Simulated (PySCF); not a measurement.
HO₃S, SMILES O=[S](=O)O, multiplicity 2. Atoms are numbered in the order given.

```xyz
5

O     -0.3615     1.4185     0.1159
S     -0.1544     0.0052    -0.2657
O     -0.9791    -1.0905     0.2629
O      1.4077    -0.3919     0.1396
H      1.9337     0.4283     0.1047
```
Charge 0, spin multiplicity 2.

The structure is a stationary point at B3LYP-D3(BJ)/def2-SVP. The isomer is the one that the SMILES or the coordinates give; other isomers of the formula were not compared. The values are those of a single conformer.

Two levels are set side by side: PBE/pcH-1 (PySCF) and B3LYP/pcH-1 (PySCF). Contact hyperfine couplings, same geometry. Differences are taken from unrounded values.

| quantity | B3LYP |
|---|---|
| A(iso) of 17O, atom O1 (MHz) | -13.4 |
| A(iso) of 33S, atom S2 (MHz) | 298.3 |
| A(iso) of 17O, atom O3 (MHz) | -13.0 |
| A(iso) of 17O, atom O4 (MHz) | -38.0 |
| A(iso) of 1H, atom H5 (MHz) | -9.6 |

Q: What does PBE give, and how far is it from B3LYP? (Estimate from the structure and the level; the computed values follow.)

A: 
| quantity | PBE | PBE minus B3LYP |
|---|---|---|
| A(iso) of 17O, atom O1 (MHz) | -10.8 | 2.6 |
| A(iso) of 33S, atom S2 (MHz) | 292.9 | -5.4 |
| A(iso) of 17O, atom O3 (MHz) | -10.4 | 2.6 |
| A(iso) of 17O, atom O4 (MHz) | -37.2 | 0.8 |
| A(iso) of 1H, atom H5 (MHz) | -8.4 | 1.2 |

Rough cost on one machine, each run with all the roots and properties that it gave: B3LYP against PBE within a factor of 2.
